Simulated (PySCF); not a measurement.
Method: PBE0-D4/def2-TZVP in PySCF. Gas-phase values, no solvent. 

Reference species (SMILES): `[Br][Ga]([Br])[Br]` (neutral, multiplicity 1).

* **HOMO**: -8.71 eV
* **LUMO**: -2.22 eV

Changed species: `[F][Ga]([Br])[Br]` (2 of 3 F replaced by Br; the reference has 3 of 3 F replaced by Br).

Predict the effect on the HOMO and LUMO.

the HOMO decreases by 0.30 eV, to -9.01 eV; the LUMO increases by 0.04 eV, to -2.18 eV.
